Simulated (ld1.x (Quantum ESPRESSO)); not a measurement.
## Rb (Z = 37): TM pseudisation with LDA (PZ), scalar-relativistic reference atom.

The input file (ld1.x (Quantum ESPRESSO) 7.5):

```
&input
   title='Rb', zed=37., rel=1, dft='PZ', iswitch=3,
   config='[Kr] 4d1 5s0 5p0',
   nld=3, rlderiv=4.55, eminld=-3.0, emaxld=5.0, deld=0.02
 /
 &inputp
   pseudotype=2, tm=.true., lloc=-1, rcloc=3.10,
   nlcc=.false.,
   file_pseudopw='Rb.UPF', file_wfcaegen='ae.wfc', file_wfcncgen='nc.wfc', file_beta='beta', file_chi='chi'
 /
3
5S  1  0   0.00   0.00  3.20  3.20  0.0
4P  2  1   6.00   0.00  1.60  1.60  0.0
4D  3  2   1.00   0.00  4.20  4.20  0.0
 &test
   configts(1)='4p6 4d1 5s0 5p0'
 /
```

Command:

```bash
ld1.x < Rb.in > Rb.out
```

The program printed (shortened: banner, matrices, multipoles, cross overlaps and the repeated all-electron block are left out):

```
Program LD1 v.7.5
     --------------------------- All-electron run ----------------------------

     Rb
     scalar relativistic calculation

     atomic number is 37.00
     dft =PZ   lsd =0 sic =0 latt =0  beta=0.20 tr2=1.0E-14
     Exchange-correlation= PZ
                           (   1   1   0   0   0   0   0)
     mesh =1219 r(mesh) = 100.89517 a.u. xmin = -7.00 dx = 0.01250
     1 Ry =  13.60569312 eV, c = 137.03599908

     n l     nl                  e(Ry)          e(Ha)          e(eV)
     1 0     1S 1( 2.00)     -1103.3110      -551.6555    -15011.3107
     2 0     2S 1( 2.00)      -147.4864       -73.7432     -2006.6542
     2 1     2P 1( 6.00)      -130.8736       -65.4368     -1780.6263
     3 0     3S 1( 2.00)       -21.9146       -10.9573      -298.1630
     3 1     3P 1( 6.00)       -16.5874        -8.2937      -225.6825
     4 0     4S 1( 2.00)        -2.4314        -1.2157       -33.0814
     4 1     4P 1( 6.00)        -1.2597        -0.6298       -17.1384
     3 2     3D 1(10.00)        -7.7448        -3.8724      -105.3729
     4 2     4D 1( 1.00)        -0.0465        -0.0232        -0.6324
     5 0     5S 1( 0.00)        -0.2166        -0.1083        -2.9468
     5 1     5P 1( 0.00)        -0.0972        -0.0486        -1.3230

     final scf error:  7.4E-15 reached in  27 iterations

     Etot =   -5955.117948 Ry,   -2977.558974 Ha,  -81023.507314 eV

     Ekin =    6097.037738 Ry,    3048.518869 Ha,   82954.424422 eV
     Encl =  -14356.200783 Ry,   -7178.100392 Ha, -195326.062271 eV
     Eh   =    2498.118785 Ry,    1249.059392 Ha,   33988.637567 eV
     Exc  =    -194.073687 Ry,     -97.036844 Ha,   -2640.507031 eV

     normalization and overlap integrals

     s(1S/1S) =  1.000000  <r> =   0.0403  <r2> =    0.0022  r(max) =   0.0264
     s(2S/2S) =  1.000000  <r> =   0.1781  <r2> =    0.0374  r(max) =   0.1498
     s(2P/2P) =  1.000000  <r> =   0.1552  <r2> =    0.0295  r(max) =   0.1196
     s(3S/3S) =  1.000000  <r> =   0.5116  <r2> =    0.3008  r(max) =   0.4500
     s(3P/3P) =  1.000000  <r> =   0.5195  <r2> =    0.3156  r(max) =   0.4444
     s(4S/4S) =  1.000000  <r> =   1.4528  <r2> =    2.4110  r(max) =   1.2543
     s(4P/4P) =  1.000000  <r> =   1.7248  <r2> =    3.4597  r(max) =   1.4213
     s(3D/3D) =  1.000000  <r> =   0.5257  <r2> =    0.3388  r(max) =   0.3922
     s(4D/4D) =  1.000000  <r> =   7.5663  <r2> =   73.7753  r(max) =   5.7637
     s(5S/5S) =  1.000000  <r> =   5.0251  <r2> =   29.2121  r(max) =   4.0616
     s(5P/5P) =  1.000000  <r> =   7.5272  <r2> =   65.3987  r(max) =   6.2126

     ------------------------ End of All-electron run ------------------------

     --------------------- Generating NC pseudopotential ---------------------

      Generating local potential from pseudized AE potential:
      Matching radius rcloc =   3.1000

      Local pseudo, rcloc= 3.124 Estimated cut-off energy=     2.50 Ry

      Wfc   5S  rcut= 3.203  Using Troullier-Martins method

      Wfc   4P  rcut= 1.591  Using Troullier-Martins method

      Wfc   4D  rcut= 4.217  Using Troullier-Martins method

     ------------------- End of pseudopotential generation -------------------

     Computing logarithmic derivative in   4.57383
     Computing logarithmic derivative in   4.57383
     Computing the partial wave expansion
     R is outside the sphere for l=    0 j= 0.00
     R is outside the sphere for l=    1 j= 0.00
     R is outside the sphere for l=    2 j= 0.00

     ---------------------- Testing the pseudopotential ----------------------

     Rb
     scalar relativistic calculation

     atomic number is 37.00   valence charge is  7.00
     dft =PZ   lsd =0 sic =0 latt =0  beta=0.20 tr2=1.0E-14
     mesh =1219 r(mesh) = 100.89517 xmin = -7.00 dx = 0.01250

     n l     nl             e AE (Ry)        e PS (Ry)    De AE-PS (Ry)
     2 1     4P   1( 6.00)       -1.25965       -1.25966        0.00001
     3 2     4D   1( 1.00)       -0.04648       -0.04648       -0.00000
     1 0     5S   1( 0.00)       -0.21659       -0.21659       -0.00000
     3 1     5P   1( 0.00)       -0.09724       -0.09630       -0.00094

     eps = 5.4E-16  iter =  6

     Etot =   -5955.117948 Ry,   -2977.558974 Ha,  -81023.507314 eV
     Etotps =   -27.220724 Ry,     -13.610362 Ha,    -370.356821 eV

     Ekin =      11.912361 Ry,       5.956180 Ha,     162.075921 eV
     Encl =     -48.926672 Ry,     -24.463336 Ha,    -665.681289 eV
     Ehrt =      21.075395 Ry,      10.537697 Ha,     286.745350 eV
     Ecxc =      -4.764016 Ry,      -2.382008 Ha,     -64.817743 eV
     Epseu=      -6.517791 Ry,      -3.258895 Ha,     -88.679061 eV

     ---------------------- End of pseudopotential test ----------------------
```

Generation and configuration tests took about 1.7 s on one core of a shared server CPU.

Transferability test of the new file with ld1.x, input:

```
&input
   title='Rb', zed=37., rel=1, dft='PZ', iswitch=2,
   config='[Kr] 4d1 5s0 5p0'
 /
 &test
   file_pseudo='Rb.UPF', nconf=9,
   configts(1)='4p6 4d1 5s0 5p0',
   configts(2)='4p6 4d0 5s1 5p0',
   configts(3)='4p6 4d0 5s0 5p0',
   configts(4)='4p6 4d0 5s0.5 5p0',
   configts(5)='4p6 4d0.5 5s0.5 5p0',
   configts(6)='4p5 4d0 5s1 5p0',
   configts(7)='4p6 4d0 5s0 5p1',
   configts(8)='4p6 4d1 5s0 5p0', lsdts(8)=1,
   configts(9)='4p6 4d0 5s1 5p0', lsdts(9)=1
 /
```

```bash
ld1.x < Rb.test.in > Rb.test.out
```

Pseudopotential blocks of its output, shortened (energy terms left out; the distinct warnings before each block abridged to one line each):

```
     ---------------------- Testing the pseudopotential ----------------------

     n l     nl             e AE (Ry)        e PS (Ry)    De AE-PS (Ry)
     2 1     4P   1( 6.00)       -1.25965       -1.25966        0.00001
     3 2     4D   1( 1.00)       -0.04648       -0.04648       -0.00000
     1 0     5S   1( 0.00)       -0.21659       -0.21659       -0.00000
     3 1     5P   1( 0.00)       -0.09724       -0.09630       -0.00094

     eps = 3.2E-15  iter =  6

     Etot =   -5955.117948 Ry,   -2977.558974 Ha,  -81023.507314 eV
     Etotps =   -27.220724 Ry,     -13.610362 Ha,    -370.356812 eV

     ---------------------- End of pseudopotential test ----------------------

          ---------------------- Testing the pseudopotential ----------------------

     n l     nl             e AE (Ry)        e PS (Ry)    De AE-PS (Ry)
     2 1     4P   1( 6.00)       -1.17825       -1.18233        0.00408
     3 2     4D   1( 0.00)       -0.00189       -0.00218        0.00029
     1 0     5S   1( 1.00)       -0.17385       -0.17461        0.00075
     3 1     5P   1( 0.00)       -0.05767       -0.05709       -0.00058

     eps = 9.0E-15  iter = 16

     Etot =   -5955.288193 Ry,   -2977.644097 Ha,  -81025.823618 eV
     Etotps =   -27.391174 Ry,     -13.695587 Ha,    -372.675909 eV
     dEtot_ae =      -0.170245 Ry
     dEtot_ps =      -0.170450 Ry,   Delta E=       0.000205 Ry

     ---------------------- End of pseudopotential test ----------------------

          ---------------------- Testing the pseudopotential ----------------------

     n l     nl             e AE (Ry)        e PS (Ry)    De AE-PS (Ry)
     2 1     4P   1( 6.00)       -1.60172       -1.59975       -0.00197
     3 2     4D   1( 0.00)       -0.27829       -0.27611       -0.00218
     1 0     5S   1( 0.00)       -0.44245       -0.45494        0.01249  !
     3 1     5P   1( 0.00)       -0.25726       -0.25381       -0.00346

     eps = 5.7E-15  iter =  5

     Etot =   -5954.973836 Ry,   -2977.486918 Ha,  -81021.546568 eV
     Etotps =   -27.076904 Ry,     -13.538452 Ha,    -368.400043 eV
     dEtot_ae =       0.144112 Ry
     dEtot_ps =       0.143820 Ry,   Delta E=       0.000292 Ry

     ---------------------- End of pseudopotential test ----------------------

          ---------------------- Testing the pseudopotential ----------------------

     n l     nl             e AE (Ry)        e PS (Ry)    De AE-PS (Ry)
     2 1     4P   1( 6.00)       -1.37686       -1.37533       -0.00154
     3 2     4D   1( 0.00)       -0.13033       -0.12939       -0.00094
     1 0     5S   1( 0.50)       -0.31542       -0.31477       -0.00065
     3 1     5P   1( 0.00)       -0.17061       -0.16865       -0.00196

     eps = 5.2E-15  iter =  9

     Etot =   -5955.166259 Ry,   -2977.583130 Ha,  -81024.164621 eV
     Etotps =   -27.269147 Ry,     -13.634573 Ha,    -371.015640 eV
     dEtot_ae =      -0.048311 Ry
     dEtot_ps =      -0.048423 Ry,   Delta E=       0.000112 Ry

     ---------------------- End of pseudopotential test ----------------------

          ---------------------- Testing the pseudopotential ----------------------

     n l     nl             e AE (Ry)        e PS (Ry)    De AE-PS (Ry)
     2 1     4P   1( 6.00)       -1.22929       -1.23048        0.00118
     3 2     4D   1( 0.50)       -0.03177       -0.03178        0.00001
     1 0     5S   1( 0.50)       -0.20227       -0.20239        0.00012
     3 1     5P   1( 0.00)       -0.08383       -0.08297       -0.00086

     eps = 7.5E-15  iter = 18

     Etot =   -5955.203163 Ry,   -2977.601581 Ha,  -81024.666716 eV
     Etotps =   -27.305986 Ry,     -13.652993 Ha,    -371.516862 eV
     dEtot_ae =      -0.085214 Ry
     dEtot_ps =      -0.085262 Ry,   Delta E=       0.000048 Ry

     ---------------------- End of pseudopotential test ----------------------

          BEWARE! Errors in PS-KS equations
     Warning: n=1, l=0 expected 0 nodes, found 1
     Warning: n=2, l=1 expected 0 nodes, found 1
     Warning: n=3, l=2 expected 0 nodes, found 1
     ---------------------- Testing the pseudopotential ----------------------

     n l     nl             e AE (Ry)        e PS (Ry)    De AE-PS (Ry)
     2 1     4P   1( 5.00)       -1.96503       -2.49694        0.53191  !
     3 2     4D   1( 0.00)       -0.49552       -0.49552        0.00000
     1 0     5S   1( 1.00)       -0.60974       -0.60974        0.00000
     3 1     5P   1( 0.00)       -0.39834       -0.31986       -0.07848  !

     eps = 6.8E-15  iter = 10

     Etot =   -5953.727235 Ry,   -2976.863618 Ha,  -81004.585703 eV
     Etotps =   -25.644559 Ry,     -12.822279 Ha,    -348.911998 eV
     dEtot_ae =       1.390713 Ry
     dEtot_ps =       1.576165 Ry,   Delta E=      -0.185452 Ry

     ---------------------- End of pseudopotential test ----------------------

          ---------------------- Testing the pseudopotential ----------------------

     n l     nl             e AE (Ry)        e PS (Ry)    De AE-PS (Ry)
     2 1     4P   1( 6.00)       -1.28372       -1.28437        0.00065
     3 2     4D   1( 0.00)       -0.05017       -0.05081        0.00064
     1 0     5S   1( 0.00)       -0.22397       -0.22486        0.00088
     3 1     5P   1( 1.00)       -0.10072       -0.10045       -0.00027

     eps = 2.5E-15  iter = 20

     Etot =   -5955.169095 Ry,   -2977.584547 Ha,  -81024.203200 eV
     Etotps =   -27.270984 Ry,     -13.635492 Ha,    -371.040638 eV
     dEtot_ae =      -0.051147 Ry
     dEtot_ps =      -0.050260 Ry,   Delta E=      -0.000886 Ry

     ---------------------- End of pseudopotential test ----------------------

          ---------------------- Testing the pseudopotential ----------------------

     n l     nl             e AE (Ry)        e PS (Ry)    De AE-PS (Ry)
     2 1     4P   1( 3.00)       -1.25481       -1.25441       -0.00040
     3 2     4D   1( 1.00)       -0.05070       -0.05066       -0.00004
     1 0     5S   1( 0.00)       -0.22311       -0.22313        0.00003
     3 1     5P   1( 0.00)       -0.10315       -0.10203       -0.00112
     2 1     4P   2( 3.00)       -1.24908       -1.24830       -0.00078
     3 2     4D   2( 0.00)       -0.02669       -0.02633       -0.00036
     1 0     5S   2( 0.00)       -0.19288       -0.19230       -0.00057
     3 1     5P   2( 0.00)       -0.07405       -0.07295       -0.00110

     eps = 3.8E-15  iter = 14

     Etot =   -5955.122640 Ry,   -2977.561320 Ha,  -81023.571147 eV
     Etotps =   -27.225506 Ry,     -13.612753 Ha,    -370.421882 eV
     dEtot_ae =      -0.004692 Ry
     dEtot_ps =      -0.004783 Ry,   Delta E=       0.000091 Ry

     ---------------------- End of pseudopotential test ----------------------

          ---------------------- Testing the pseudopotential ----------------------

     n l     nl             e AE (Ry)        e PS (Ry)    De AE-PS (Ry)
     2 1     4P   1( 3.00)       -1.17655       -1.18102        0.00447
     3 2     4D   1( 0.00)       -0.00817       -0.00876        0.00059
     1 0     5S   1( 1.00)       -0.18700       -0.18824        0.00124
     3 1     5P   1( 0.00)       -0.06603       -0.06541       -0.00062
     2 1     4P   2( 3.00)       -1.17147       -1.17629        0.00482
     3 2     4D   2( 0.00)        0.00000        0.00000        0.00000
     1 0     5S   2( 0.00)       -0.14309       -0.14320        0.00011
     3 1     5P   2( 0.00)       -0.03413       -0.03345       -0.00068

     eps = 6.5E-15  iter = 16

     Etot =   -5955.297409 Ry,   -2977.648705 Ha,  -81025.949006 eV
     Etotps =   -27.400637 Ry,     -13.700319 Ha,    -372.804660 eV
     dEtot_ae =      -0.179461 Ry
     dEtot_ps =      -0.179914 Ry,   Delta E=       0.000452 Ry

     ---------------------- End of pseudopotential test ----------------------
```
